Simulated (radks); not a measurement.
Fractional charge and spin in the 6s shell of hafnium: the spin-up occupation runs from 0 to 1 and the spin-down occupation from 0 to 1; the fullest corner is Hf+, [Xe] 4f14 5d(up 0.5, down 0.5) 6s(up 1, down 1). Calculated with a radial shooting solver on a logarithmic mesh with Libxc functionals: scalar-relativistic Kohn-Sham, r2SCAN, spin-polarised, spherical densities, finite nucleus; meta-GGA in the generalised Kohn-Sham scheme; Fermi nuclear charge, rms radius of each element as measured or else 0.836 A^(1/3) + 0.57 fm. Energy (eV) minus the two flat planes that join the four corners (they meet along the diagonal where the two added fractions sum to one electron); zero is where a piecewise linear energy would lie.

down \ up       0    0.25     0.5    0.75       1
0           0.000  -0.519  -0.702  -0.533   0.000
0.25       -0.519  -0.556  -0.257   0.383  -0.488
0.5        -0.702  -0.257   0.514  -0.250  -0.658
0.75       -0.533   0.383  -0.250  -0.550  -0.500
1           0.000  -0.488  -0.658  -0.500   0.000

Corners above the fullest one (they belong to Hf2+ and the next ion): (up 1, down 0) 14.678 eV, (up 0, down 1) 14.678 eV, (up 0, down 0) 36.846 eV. With half an added electron in each spin the energy lies 0.514 eV from the planes, and with half an added electron in spin up alone -0.702 eV. The planes are only a guide here: the flat-plane condition holds for ground states with one frontier orbital, while this shell lies below other occupied shells, so the corners above the fullest one are inner-hole states and not the ground states of those ions.
